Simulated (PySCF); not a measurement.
C4H10BeS, SMILES C[C]([Be][SH])(C)C.

Geometry optimised at B3LYP-D3(BJ)/def2-SVP. One conformer was computed; it need not be the lowest.

These are PySCF with r2SCAN/def2-TZVP values and carry that method's errors.

The molecule is in vacuum.

**Question.** Estimate the frontier levels, gap, dipole moment and polarisability. (Estimate from the structure and the level; the computed values follow.)

**Answer.** 
```
Property                                                                                                        Value
---------------------------------------------------------------------------------------------  ----------------------
highest occupied level                                                                                       -6.21 eV
lowest empty level                                                                                           -0.95 eV
orbital gap                                                                                                   5.26 eV
dipole moment                                                                                                  0.92 D
quadrupole, principal values (traceless, Buckingham form, about the centre of nuclear charge)   -7.41, 0.31, 7.10 D·Å
mean static polarisability                                                                      85.0 bohr³ (12.60 Å³)
polarisability, principal values                                                               78.7, 78.8, 97.5 bohr³
```
